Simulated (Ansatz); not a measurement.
Reaction (ligand exchange at the Si–N bond): `O[SiH2]N[SiH](O)O` + `N[SiH](O)Cl` → `O[SiH2]N[SiH](O)Cl` + `N[SiH](O)O`

Isolated molecules relaxed with PBE0-D4/def2-TZVP in Ansatz; ΔE leaves out vibrations. CCSD(T)/CBS adds triple-zeta CCSD(T) − MP2 to the extrapolated MP2 energy (def2 sets, frozen cores). This one scheme is used for every species. DFT in def2-TZVPP. B3LYP here is the variant with VWN-RPA as its local correlation; programs differ in this. One conformer a species, not always the lowest.

**Question.** Is it downhill or uphill in electronic energy at CCSD(T)/CBS, and by how much? (An estimate is asked.)

**Answer.** Ansatz gave: Uphill: ΔE = +9.2 kJ/mol.

**Question.** What do these levels give: PBE0, B3LYP, SCS-MP2/def2-TZVPP, CCSD/def2-TZVPP, SCS-MP2/def2-QZVPP, MP2/CBS(def2)? (Estimate.)

**Answer.** Computed: PBE0 10.6, B3LYP 10.8, SCS-MP2/def2-TZVPP 9.1, CCSD/def2-TZVPP 9.5, SCS-MP2/def2-QZVPP 9.0, MP2/CBS(def2) 9.2 kJ/mol.

Largest T1 diagnostic among the species: 0.012.
